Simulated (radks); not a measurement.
Values are calculated unless marked as measured or tabulated.
Question: Spherical quantum dot in the effective-mass picture: electrons in a well V = -V0 / (1 + exp((r - R)/a)) with V0 = 5.35, R = 7.53, a = 0.46, all in effective atomic units (hartree* = m*/eps^2 hartree, bohr* = eps/m* bohr), one dielectric constant everywhere. Level of theory: non-relativistic Kohn-Sham, PBE, spin-polarised, spherical densities (a radial shooting solver with Libxc functionals). Levels are named by radial order and angular momentum (1s, 1p, 1d, 2s, ...), and open shells are averaged over m. Each electron was tried in the lowest free levels, single moves between levels near the top were tried too, and the lowest total energy was kept; such a search can miss a lower state. The series stops at N = 18: beyond it a trial failed or the search could not be trusted, so later rows were left out. Give the order in which the levels fill up to N = 18, the shell closures and the spin along the way.

Answer: Shells are first occupied in the order 1s, 1p, 1d. Open shells at each N (closed shells left out): 1: 1s(up 1, down 0); 2: none; 3: 1p(up 1, down 0); 4: 1p(up 2, down 0); 5: 1p(up 3, down 0); 6: 1p(up 3, down 1); 7: 1p(up 3, down 2); 8: none; 9: 1d(up 1, down 0); 10: 1d(up 2, down 0); 11: 1d(up 3, down 0); 12: 1d(up 4, down 0); 13: 1d(up 5, down 0); 14: 1d(up 5, down 1); 15: 1d(up 5, down 2); 16: 1d(up 5, down 3); 17: 1d(up 5, down 4); 18: none. All shells are closed at N = 2, 8, 18 (there: 1s2 1p6 1d10). Largest 2S: 5, at N = 13.
